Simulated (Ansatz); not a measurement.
Isolated molecules relaxed with PBE0-D4/def2-TZVP in Ansatz; ΔE leaves out vibrations. CCSD(T)/CBS adds triple-zeta CCSD(T) − MP2 to the extrapolated MP2 energy (def2 sets, frozen cores). Functionals use def2-TZVPP. B3LYP here is the variant with VWN-RPA as its local correlation; programs differ in this. One conformer a species, not always the lowest.

Reaction (formal exchange of groups at the Si–Si bond): `N[SiH2][SiH2][SiH3]` + `CO[SiH3]` → `CO[SiH2][SiH2]N` + disilane

```json
{"level": "PBE-D4", "ΔE (eV)": "0.10"}
{"level": "PBE0-D4", "ΔE (eV)": "0.12"}
{"level": "ωB97X-V", "ΔE (eV)": "0.11"}
{"level": "r2SCAN", "ΔE (eV)": "0.13"}
{"level": "PBE0", "ΔE (eV)": "0.13"}
{"level": "B3LYP", "ΔE (eV)": "0.12"}
{"level": "SCS-MP2/def2-TZVPP", "ΔE (eV)": "0.15"}
{"level": "CCSD/def2-TZVPP", "ΔE (eV)": "0.13"}
```

Question: What does CCSD(T)/CBS give? (An estimate is asked.)

Answer: The calculation gave: +0.14 eV. The listed levels differ from it by -0.04, -0.02, -0.03, -0.01, -0.01, -0.02, 0.01, -0.01 eV.

Largest T1 diagnostic among the species: 0.013.
